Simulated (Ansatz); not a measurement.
Reaction (ligand exchange at the Si–C bond): `CSC(F)[SiH3]` + `OC[SiH2]Cl` → `[SiH3]OC[SiH2]Cl` + `CSCF`

Program: Ansatz. Geometries: PBE0-D4/def2-TZVP. ΔE: electronic, gas phase. CCSD(T)/CBS is the MP2 limit (def2-TZVPP, def2-QZVPP) plus CCSD(T) − MP2 in def2-TZVPP, frozen cores. Functionals use def2-TZVPP. B3LYP here is the variant with VWN-RPA as its local correlation; programs differ in this. One conformer a species, not always the lowest.

`CSC(F)[SiH3]`:

Z-matrix (Å, degrees):
```
C
S 1 1.801
H 1 1.091 2 111.0
H 1 1.090 2 106.9 3 -118.7
H 1 1.089 2 110.5 3 122.8
C 2 1.774 1 101.3 3 -62.2
Si 6 1.906 2 109.0 1 162.9
F 6 1.398 2 112.4 1 -74.9
H 6 1.096 2 109.0 1 42.7
H 7 1.483 6 109.5 2 45.5
H 7 1.484 6 108.4 2 165.7
H 7 1.484 6 108.4 2 -74.9
```

`OC[SiH2]Cl`:

Cartesian coordinates in Å:
```
O -0.278 -1.240 -1.201
C -0.313 0.133 -0.853
Si 0.013 0.408 0.980
Cl 1.796 -0.554 1.392
H 0.563 -1.603 -0.908
H -1.318 0.496 -1.094
H 0.388 0.728 -1.456
H 0.175 1.846 1.309
H -1.027 -0.213 1.831
```

`[SiH3]OC[SiH2]Cl`:

Cartesian coordinates in Å:
```
Si -0.064 -1.827 -1.274
O -0.316 -0.306 -0.688
C 0.286 0.131 0.522
Si -0.282 1.904 0.795
Cl 0.573 2.586 2.540
H -0.531 -2.844 -0.293
H 1.387 -2.050 -1.525
H -0.834 -1.921 -2.534
H 1.382 0.090 0.462
H -0.015 -0.497 1.371
H 0.167 2.772 -0.317
H -1.754 1.963 0.940
```

`CSCF`:

Z-matrix (Å, degrees):
```
C
S 1 1.799
H 1 1.091 2 111.0
H 1 1.090 2 110.8 3 122.9
H 1 1.090 2 106.9 3 -118.6
C 2 1.777 1 99.9 3 -61.6
F 6 1.381 2 113.2 1 -71.9
H 6 1.092 2 106.9 1 168.7
H 6 1.093 2 110.7 1 48.7
```

CCSD(T)/CBS gives -104.4 kJ/mol.

Another level gave -100.0 kJ/mol. Which?
A. B3LYP/def2-TZVPP
B. PBE/def2-TZVPP
C. PBE0-D4/def2-TZVPP
D. r2SCAN/def2-TZVPP

D. r2SCAN -100.0, B3LYP -108.7, PBE -88.8, PBE0-D4 -95.0 kJ/mol.

Largest T1 diagnostic among the species: 0.012.

From PBE to PBE0 (25 % exact exchange), in def2-TZVPP and without D4, ΔE moves by −7.8 kJ/mol. In def2-TZVPP, CCSD(T) changes the Hartree–Fock value by +25.9 kJ/mol (the triples alone add +4.2 kJ/mol) and MP2 by +23.3 kJ/mol.
